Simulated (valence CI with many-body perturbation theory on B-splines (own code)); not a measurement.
**Forbidden lines of Tl XL**

Method: relativistic CI+MBPT: six valence electrons over a frozen Dirac-Fock core [Kr], radial functions for each j: 7 s, 7 p, 8 d, 6 f, 4 g, 1 h, with the one-electron correlation potential Σ1 (screened to all orders), the two-electron term Σ2, the three-electron term Σ3, Breit, model QED; selected single and double excitations, second order for the rest, scaled by the run's own slope (own B-spline code, finite nucleus).

The last digits are not significant, and no measured levels were compared; by estimate large intervals hold to a few tenths of a per cent, small ones and those within an open d or f shell to about a per cent. Core correlation moves these levels by up to 11000 cm⁻¹, and in measured spectra 5 to 20 % of such shifts remained as error; rates that hang on mixing are uncertain with them. Among the levels kept, up to 720 cm⁻¹ of a level comes from second order outside the variational space, and about a tenth of that is noise between levels of different J, which matters for small intervals. Only levels of the ground parity were solved; by the run's estimate the other parity begins above the list, which can be wrong where configurations are misplaced.

Lines 51 to 100 of 111 in falling wavelength, among levels below 987460 cm⁻¹, chosen from the decays that carry over 1 % of a level's rate. Wavelengths and rates use the calculated energies. Electric multipoles are in the length gauge with retardation, E1 and E2 with the static RPA response of the core. M1 uses the relativistic operator with retardation. S is in atomic units (e²a₀⁴ for E2 and M2, e²a₀⁶ for E3), for M1 in squared Bohr magnetons. Weak lines are less certain than strong ones. Lines between different terms over intervals too small for the method are left out, as are lines whose strength nearly cancels. The highest levels of a list are the least certain.

Levels are named by their leading jj configuration (3d3/2^4 stands for four electrons in 3d with j = 3/2), which in mixed levels can hold well under half, so a name can repeat and another be missing. Letters in brackets count levels of one name in rising energy.

```tsv
λ vac (nm)	Upper	Lower	Type	A (s⁻¹)	S (a.u.)
42.33	(4d3/2 4d5/2^5) J=4	(4d3/2^2 4d5/2^4) J=3 [b]	M1	8.97e+04	2.27e+00
42.19	(4d3/2^2 4d5/2^4) J=2 [c]	(4d3/2^3 4d5/2^3) J=1 [b]	M1	6.10e+04	8.49e-01
41.98	(4d3/2^3 4d5/2^3) J=5	(4d3/2^4 4d5/2^2) J=4	M1	4.56e+04	1.37e+00
41.88	(4d3/2 4d5/2^5) J=1	(4d3/2^2 4d5/2^4) J=0 [a]	M1	1.67e+05	1.36e+00
41.81	(4d3/2^2 4d5/2^4) J=4 [b]	(4d3/2^3 4d5/2^3) J=3 [b]	M1	3.48e+04	8.47e-01
41.71	(4d3/2^3 4d5/2^3) J=3 [b]	(4d3/2^4 4d5/2^2) J=2	M1	1.97e+04	3.71e-01
41.63	(4d3/2^2 4d5/2^4) J=6	(4d3/2^3 4d5/2^3) J=6	M1	9.72e+04	3.38e+00
41.55	(4d3/2^3 4d5/2^3) J=6	(4d3/2^4 4d5/2^2) J=4	E2	9.04e+00	1.30e-03
41.47	(4d3/2^2 4d5/2^4) J=2 [b]	(4d3/2^3 4d5/2^3) J=3 [b]	M1	6.14e+04	8.12e-01
41.33	(4d3/2^2 4d5/2^4) J=4 [a]	(4d3/2^3 4d5/2^3) J=4 [a]	M1	3.21e+05	7.57e+00
41.28	(4d3/2 4d5/2^5) J=3	(4d3/2^2 4d5/2^4) J=4 [b]	M1	6.15e+04	1.12e+00
41.20	(4d3/2^2 4d5/2^4) J=6	(4d3/2^3 4d5/2^3) J=5	M1	4.21e+04	1.42e+00
41.20	(4d3/2^2 4d5/2^4) J=4 [c]	(4d3/2^3 4d5/2^3) J=3 [c]	M1	9.73e+04	2.27e+00
40.50	(4d3/2^2 4d5/2^4) J=2 [b]	(4d3/2^3 4d5/2^3) J=2 [a]	M1	1.11e+05	1.36e+00
40.48	(4d3/2 4d5/2^5) J=2	(4d3/2^2 4d5/2^4) J=1	M1	1.52e+05	1.87e+00
40.21	(4d3/2^2 4d5/2^4) J=4 [a]	(4d3/2^3 4d5/2^3) J=3 [a]	M1	4.27e+03	9.27e-02
40.19	(4d3/2^2 4d5/2^4) J=4 [c]	(4d3/2^3 4d5/2^3) J=4 [b]	M1	7.27e+04	1.58e+00
40.05	(4d3/2 4d5/2^5) J=1	(4d3/2^2 4d5/2^4) J=2 [a]	M1	6.71e+05	4.79e+00
39.90	(4d3/2^2 4d5/2^4) J=3 [a]	(4d3/2^3 4d5/2^3) J=4 [a]	M1	1.32e+05	2.17e+00
39.06	(4d3/2 4d5/2^5) J=4	(4d3/2^2 4d5/2^4) J=5	M1	1.81e+05	3.60e+00
38.85	(4d3/2^2 4d5/2^4) J=3 [a]	(4d3/2^3 4d5/2^3) J=3 [a]	M1	1.57e+05	2.39e+00
38.81	(4d3/2^2 4d5/2^4) J=5	(4d3/2^3 4d5/2^3) J=4 [a]	M1	1.24e+04	2.97e-01
38.47	(4d3/2 4d5/2^5) J=3	(4d3/2^2 4d5/2^4) J=3 [b]	M1	6.07e+04	8.96e-01
38.02	(4d3/2 4d5/2^5) J=4	(4d3/2^2 4d5/2^4) J=3 [a]	M1	6.00e+03	1.10e-01
37.75	(4d3/2^3 4d5/2^3) J=3 [b]	(4d3/2^4 4d5/2^2) J=4	M1	7.43e+04	1.04e+00
37.60	(4d3/2^2 4d5/2^4) J=4 [b]	(4d3/2^3 4d5/2^3) J=5	M1	1.37e+05	2.43e+00
37.32	(4d3/2^3 4d5/2^3) J=0	(4d3/2^4 4d5/2^2) J=2	E2	8.52e+02	5.51e-03
36.80	(4d3/2 4d5/2^5) J=4	(4d3/2^2 4d5/2^4) J=4 [a]	M1	3.05e+05	5.07e+00
36.54	(4d3/2^2 4d5/2^4) J=1	(4d3/2^3 4d5/2^3) J=1 [a]	M1	1.18e+05	6.41e-01
36.53	(4d5/2^6) J=0	(4d3/2 4d5/2^5) J=1	M1	1.09e+06	1.97e+00
36.04	(4d3/2^2 4d5/2^4) J=3 [b]	(4d3/2^3 4d5/2^3) J=4 [a]	M1	2.57e+04	3.13e-01
35.72	(4d3/2 4d5/2^5) J=2	(4d3/2^2 4d5/2^4) J=3 [a]	M1	2.06e+05	1.74e+00
35.60	(4d3/2^2 4d5/2^4) J=2 [c]	(4d3/2^3 4d5/2^3) J=3 [b]	M1	1.47e+04	1.23e-01
35.25	(4d3/2^3 4d5/2^3) J=1 [b]	(4d3/2^4 4d5/2^2) J=2	M1	1.05e+04	5.10e-02
34.89	(4d3/2^3 4d5/2^3) J=2 [b]	(4d3/2^4 4d5/2^2) J=2	M1	2.29e+04	1.81e-01
34.89	(4d3/2^2 4d5/2^4) J=2 [c]	(4d3/2^3 4d5/2^3) J=2 [a]	M1	1.65e+04	1.30e-01
34.87	(4d3/2 4d5/2^5) J=3	(4d3/2^2 4d5/2^4) J=3 [a]	M1	1.97e+05	2.17e+00
34.82	(4d3/2^2 4d5/2^4) J=2 [b]	(4d3/2^3 4d5/2^3) J=1 [a]	M1	2.98e+03	2.33e-02
34.11	(4d3/2^3 4d5/2^3) J=3 [c]	(4d3/2^4 4d5/2^2) J=2	M1	3.24e+04	3.34e-01
33.85	(4d3/2 4d5/2^5) J=3	(4d3/2^2 4d5/2^4) J=4 [a]	M1	4.28e+04	4.30e-01
33.76	(4d3/2^2 4d5/2^4) J=4 [c]	(4d3/2^3 4d5/2^3) J=3 [b]	M1	2.75e+03	3.53e-02
33.26	(4d3/2^2 4d5/2^4) J=2 [d]	(4d3/2^3 4d5/2^3) J=3 [c]	M1	5.76e+04	3.93e-01
33.12	(4d3/2^2 4d5/2^4) J=4 [b]	(4d3/2^3 4d5/2^3) J=3 [a]	M1	1.64e+04	1.99e-01
32.91	(4d3/2^2 4d5/2^4) J=2 [b]	(4d3/2^3 4d5/2^3) J=3 [a]	M1	3.80e+04	2.51e-01
32.55	(4d3/2^2 4d5/2^4) J=2 [d]	(4d3/2^3 4d5/2^3) J=2 [b]	M1	1.10e+04	7.01e-02
32.24	(4d3/2^2 4d5/2^4) J=2 [d]	(4d3/2^3 4d5/2^3) J=1 [b]	M1	6.62e+04	4.11e-01
32.07	(4d3/2^3 4d5/2^3) J=2 [b]	(4d3/2^4 4d5/2^2) J=4	E2	3.56e+02	5.39e-03
32.02	(4d3/2^3 4d5/2^3) J=4 [b]	(4d3/2^4 4d5/2^2) J=4	M1	4.09e+03	4.48e-02
32.02	(4d3/2^3 4d5/2^3) J=4 [b]	(4d3/2^4 4d5/2^2) J=4	E2	2.02e+02	5.47e-03
32.01	(4d3/2 4d5/2^5) J=2	(4d3/2^2 4d5/2^4) J=2 [a]	M1	6.99e+04	4.25e-01
```
